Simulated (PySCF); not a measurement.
## Spin-rotation constants: `N=P12C=CC(C=C1)C=C2`, C7H8NP

Molfile (atoms numbered from 1):
```
C7H8NP
     RDKit          3D

 17 18  0  0  0  0  0  0  0  0999 V2000
    2.6894    0.3667   -0.9464 N   0  0  0  0  0  0  0  0  0  0  0  0
    1.2748    0.0865   -0.3750 P   0  0  1  0  0  5  0  0  0  0  0  0
    0.2988   -1.4403   -0.6559 C   0  0  0  0  0  0  0  0  0  0  0  0
   -0.9597   -1.3505   -0.2570 C   0  0  0  0  0  0  0  0  0  0  0  0
   -1.4096   -0.0561    0.3812 C   0  0  1  0  0  0  0  0  0  0  0  0
   -0.5247    0.1999    1.5798 C   0  0  0  0  0  0  0  0  0  0  0  0
    0.7811    0.2785    1.3806 C   0  0  0  0  0  0  0  0  0  0  0  0
   -1.1619    1.0569   -0.6171 C   0  0  0  0  0  0  0  0  0  0  0  0
    0.0710    1.2378   -1.0617 C   0  0  0  0  0  0  0  0  0  0  0  0
    3.4347   -0.2305   -0.6189 H   0  0  0  0  0  0  0  0  0  0  0  0
    0.7420   -2.3021   -1.1305 H   0  0  0  0  0  0  0  0  0  0  0  0
   -1.6886   -2.1398   -0.3591 H   0  0  0  0  0  0  0  0  0  0  0  0
   -2.4609   -0.1006    0.6678 H   0  0  0  0  0  0  0  0  0  0  0  0
   -1.0015    0.3089    2.5418 H   0  0  0  0  0  0  0  0  0  0  0  0
    1.5182    0.4637    2.1467 H   0  0  0  0  0  0  0  0  0  0  0  0
   -2.0101    1.6516   -0.9185 H   0  0  0  0  0  0  0  0  0  0  0  0
    0.4002    1.9816   -1.7677 H   0  0  0  0  0  0  0  0  0  0  0  0
  1  2  2  0
  2  3  1  6
  3  4  2  0
  4  5  1  0
  5  6  1  0
  6  7  2  0
  5  8  1  0
  8  9  2  0
  7  2  1  0
  9  2  1  0
  1 10  1  0
  3 11  1  0
  4 12  1  0
  5 13  1  1
  6 14  1  0
  7 15  1  0
  8 16  1  0
  9 17  1  0
M  END
```

The calculation used GIAO B3LYP/pcSseg-1 magnetisability, rotational g tensor and spin-rotation constants, non-relativistic, gas phase in PySCF 2.14.0. Geometry: GFN2-xTB.

**Question.** Give the nuclear spin-rotation constants along the inertial axes (H = +C I·J) beside the isotropic shieldings.

**Answer.** Rotational constants 2.5949, 1.4723, 1.4680 GHz. A star marks the isotopologue with that one atom substituted, in its own axes.
| atom | isotope | Caa (kHz) | Cbb (kHz) | Ccc (kHz) | mean (kHz) | σ (ppm) |
| --- | --- | --- | --- | --- | --- | --- |
| N1 | 14N | 0.172 | 0.023 | 0.024 | 0.073 | 253.2 |
| P2 | 31P | 3.295 | 2.481 | 2.503 | 2.760 | 330.7 |
| H10 | 1H | -0.121 | -0.079 | -0.199 | -0.133 | 31.8 |
| H11 | 1H | -0.172 | -0.110 | 0.047 | -0.079 | 25.1 |
| H12 | 1H | -0.014 | -0.128 | -0.004 | -0.049 | 24.3 |
| H13 | 1H | 0.196 | -0.164 | -0.163 | -0.044 | 27.4 |
| H14 | 1H | -0.014 | -0.125 | -0.007 | -0.049 | 24.3 |
| H15 | 1H | -0.172 | -0.105 | 0.042 | -0.079 | 25.1 |
| H16 | 1H | -0.080 | 0.071 | -0.167 | -0.059 | 24.4 |
| H17 | 1H | -0.119 | 0.105 | -0.183 | -0.066 | 24.6 |
| C3 | 13C* | 0.939 | 0.738 | 0.270 | 0.649 | 32.7 |
| C4 | 13C* | 1.063 | 0.742 | 0.260 | 0.688 | 22.3 |
| C5 | 13C* | 0.674 | 0.251 | 0.257 | 0.394 | 128.9 |

For the geometry as given, no vibrational averaging.
